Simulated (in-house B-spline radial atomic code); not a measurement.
Relativistic effects in Tc XXXII (Tc31+), [Ne] 3s2: non-relativistic Hartree-Fock (point nucleus) against Dirac-Hartree-Fock (Fermi nucleus of rms radius 4.41117 fm), both averages of the configuration, computed with a B-spline radial code for spherical atoms.

```tsv
orbital	ε NR (Eh)	ε Dirac (Eh)	<r> NR (bohr)	<r> Dirac (bohr)	change of <r> (%)
1s1/2	-819.69	-840.29	0.03541	0.03424	-3.3
2s1/2	-167.11	?	0.1513	?	?
2p1/2	-159.02	-163.76	0.1298	0.1247	-4.0
2p3/2	-159.02	?	0.1298	?	?
3s1/2	-65.816	-67.361	0.3677	0.3586	-2.5
```

What happens to 2s1/2?

Its energy goes to -172.43 hartree and <r> to 0.1461 bohr (-3.43 %).

What happens to 2p3/2?

Its energy goes to -159.23 hartree and <r> to 0.129 bohr (-0.61 %).

What explains the pattern of contraction and expansion?

The s and p1/2 orbitals contract directly, as their density near the nucleus moves at relativistic speed. Nothing expands appreciably in this ion.

By how much does the total energy change?

By -76.383 hartree, from -3470.534 to -3546.917.
